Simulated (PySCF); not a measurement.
PySCF 2.14 output of an unrestricted B3LYP calculation on a single atom or ion in x2c-TZVPPall (11s7p7d4f2g, 113 functions), with the spin-free X2C one-electron Hamiltonian (Gaussian nucleus):

```
SCF conv_tol = 1e-09
number electrons alpha = 35  beta = 27
    P. J. Stephens, F. J. Devlin, C. F. Chabalowski, and M. J. Frisch.,  J. Phys. Chem. 98, 11623 (1994)
cycle= 1 E= -10426.6590267917  delta_E= -0.0194  |g|= 0.179  |ddm|= 0.28
cycle= 2 E= -10426.6499790443  delta_E= 0.00905  |g|= 0.309  |ddm|= 0.264
cycle= 3 E= -10426.6633038765  delta_E= -0.0133  |g|= 0.00705  |ddm|= 0.159
cycle= 4 E= -10426.6633163452  delta_E= -1.25e-05  |g|= 0.000584  |ddm|= 0.00844
cycle= 5 E= -10426.6633171814  delta_E= -8.36e-07  |g|= 0.00074  |ddm|= 0.00233
cycle= 6 E= -10426.6633175979  delta_E= -4.17e-07  |g|= 8.19e-05  |ddm|= 0.00174
cycle= 7 E= -10426.6633176372  delta_E= -3.93e-08  |g|= 3.01e-05  |ddm|= 0.000733
cycle= 8 E= -10426.6633176381  delta_E= -8.44e-10  |g|= 1.08e-05  |ddm|= 0.000206
converged SCF energy = -10426.6633176381  <S^2> = 20.003135  2S+1 = 9.0006966
```

The run itself started from symmetry-adapted Hartree-Fock orbitals and held the occupation by maximum overlap, on a logarithmic radial grid, so the iterations belong to that start.

Task: Which element, charge and spin multiplicity is this?

Result: Sm (samarium, neutral), multiplicity 9; the state was [Xe] 4f6 5d2, one real determinant (an excited configuration).

⟨L²⟩ = 24.10 against 42 for a pure I term, so this real determinant mixes terms. Spin-orbit coupling, absent here, splits the open shell strongly.
